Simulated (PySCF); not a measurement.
## Mg⁺ (magnesium, charge +1): TPSS calculation

Configuration: [Ne] 3s1, 2S determinant. Calculation: PySCF 2.14, in pcseg-2 (5s3p1d, 19 functions); the non-relativistic Hamiltonian (point nucleus).

```json
{
 "Total energy": "-199.8111 hartree",
 "One-electron energy": "-275.6496 hartree",
 "Hartree (Coulomb) energy": "92.1165 hartree",
 "Exchange-correlation energy": "-16.2781 hartree",
 "Kinetic energy": "199.57807 hartree",
 "⟨S²⟩": "0.7500",
 "⟨L²⟩": "0.000",
 "Sum of ⟨r⟩": "8.570 bohr",
 "Sum of ⟨r²⟩": "13.81 bohr²",
 "Density at the nucleus (Gaussians lack the cusp)": "1070 bohr⁻³",
 "Spin density at the nucleus": "2.02 bohr⁻³",
 "Langevin diamagnetic susceptibility": "-10.9 ×10⁻⁶ cm³/mol",
 "Time after the integrals": "0.16 s of wall time on 1 thread of Neoverse-V2 (shared host)"
}
```

| shell | electrons | mean orbital energy (eV) | rms radius, mean of both spins (bohr) |
| --- | --- | --- | --- |
| 1s α | 1 | -1272.0 | 0.152 |
| 1s β | 1 | -1272.0 | 0.152 |
| 2s α | 1 | -89.845 | 0.764 |
| 2s β | 1 | -89.686 | 0.764 |
| 2p α | 3 | -56.101 | 0.779 |
| 2p β | 3 | -55.942 | 0.779 |
| 3s α | 1 | -11.831 | 2.99 |
